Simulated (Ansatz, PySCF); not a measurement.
Species: SiHCl2, net charge 0, doublet state. SMILES: Cl[SiH]Cl
Geometry: optimised at B3LYP-D3(BJ)/def2-TZVP (Ansatz, a quantum-chemistry and plane-wave program).

HF/6-31G* beside other levels, property by property. Set-up: non-relativistic; no dispersion term unless named; each state is the SCF solution reached for its charge and spin; no spin-orbit coupling; atomisation electronic, to ground-state atoms; open shells spin-unrestricted; six Cartesian d functions in 6-31G* and its kin unless marked 5d; frozen cores in correlated levels. CBS(X,Y): correlation extrapolated as X^-3; Hartree-Fock from the larger set. [CCSD(T)-MP2]/basis is that difference in the basis named. Ab initio and DFT rows: single points at B3LYP-D3(BJ) geometries (Ansatz), with unscaled harmonic terms from B3LYP/6-31G* (Ansatz) at its own minima, enthalpies of formation by atomisation with measured atoms. Anions need diffuse functions, which STO-3G, LANL2DZ, def2-SVP, cc-pVDZ and Pople sets without + lack.

Coupled cluster (Ansatz) is a level with limits of its own, used here on species with T1 under 0.025 (0.045 for open shells) and stable references: RI-MP2/CBS(aug-cc-pV(T+d)Z,aug-cc-pV(Q+d)Z)+[CCSD(T)-MP2]/aug-cc-pV(T+d)Z.

```tsv
property	HF/6-31G* (Ansatz)	MP2/6-31G* (Ansatz)	M06-2X/def2-TZVPD (PySCF)	wB97X-V/def2-TZVPD (Ansatz)	to compare with
atomisation energy (kcal/mol)	184.5	228.7	262.2	261.6	259.8 coupled cluster
enthalpy of formation at 298 K (kcal/mol)	37.0	-7.2	-40.7	-40.1	-38.3 coupled cluster
vertical electron affinity to the singlet (eV)	0.43	0.88	1.47	1.48	1.61 coupled cluster
vertical ionisation energy to the singlet (eV)	9.20	8.85	9.13	9.06	9.02 coupled cluster
```

As the rows show:
- atomisation energy: HF/6-31G* lies 75.3 kcal/mol below coupled cluster.
- enthalpy of formation at 298 K: HF/6-31G* lies 75.3 kcal/mol above coupled cluster.
- vertical electron affinity to the singlet: HF/6-31G* lies 1.18 eV below coupled cluster.
- vertical ionisation energy to the singlet: HF/6-31G* lies 0.18 eV above coupled cluster.

The properties are those with a value to compare with, at most eight drawn at random. No case is left out for the size of its miss. Left out are saddle points of the reference geometry, anions that the best level run finds unbound, excited spin states, species near biochemistry, 298 K rows of species without real B3LYP wavenumbers, cases with under five habitual levels, runs that failed or that the program found above a lower state of the same kind, table entries that another table contradicts, and a share of species set aside by lot.
